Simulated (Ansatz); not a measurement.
```yaml
crystal:
  periodic: [false, false, false]
  atoms:
    - {symbol: C, position_ang: [0.195947, 1.086507, 0.908809]}
    - {symbol: O, position_ang: [-0.331221, -0.219485, 0.770310]}
    - {symbol: Ge, position_ang: [-0.133761, -1.125836, -0.708046]}
    - {symbol: F, position_ang: [-1.270196, -2.404053, -0.565318]}
    - {symbol: Cl, position_ang: [-0.705156, 0.071165, -2.378199]}
    - {symbol: H, position_ang: [1.291067, 1.092688, 0.862348]}
    - {symbol: H, position_ang: [-0.194387, 1.764593, 0.143372]}
    - {symbol: H, position_ang: [-0.108828, 1.454493, 1.889325]}
    - {symbol: H, position_ang: [1.256534, -1.720071, -0.922601]}
basis:
  gaussian: {orbitals: def2-SVPD, nuclear_model: gaussian}
hamiltonian: {xc: {name: M06-2X}}
accuracy: high
output: {forces: true}
```

```sh
$ ansatz run in.yaml --threads 4 --pin off --events-out ev --progress --plain --max-ram 10444MiB
```

Output, abridged:

```
Error: YAML parse error: error: line 15 column 19: hamiltonian.xc: no functional is named "M06-2X"; the names, which are not case-sensitive, are SVWN5, SPW92, PBE, PBE0, PBEsol, revPBE, revPBE0, RPBE, rPW86-PBE, HSE06, wPBEh, LC-wPBE, HISS, HF, BLYP, B3LYP, B3LYP5, BHLYP, CAM-B3LYP, r2SCAN, r2SCANh, r2SCAN0, r2SCAN50, m-r2SCAN, B97, wB97, wB97X, wB97X-V, B97M-V, wB97M-V, B2PLYP, B2GP-PLYP, PBE0-DH, PBE-QIDH
13 | basis:
14 |   gaussian: {orbitals: def2-SVPD, nuclear_model: gaussian}
15 | hamiltonian: {xc: {name: M06-2X}}
16 | accuracy: high
17 | output: {forces: true}
```

Problem. What is wrong with this run?

Solution. The method's name isn't one that the program takes here. The input was rejected before any iteration.

HSE06 is defined as in plane-wave codes.
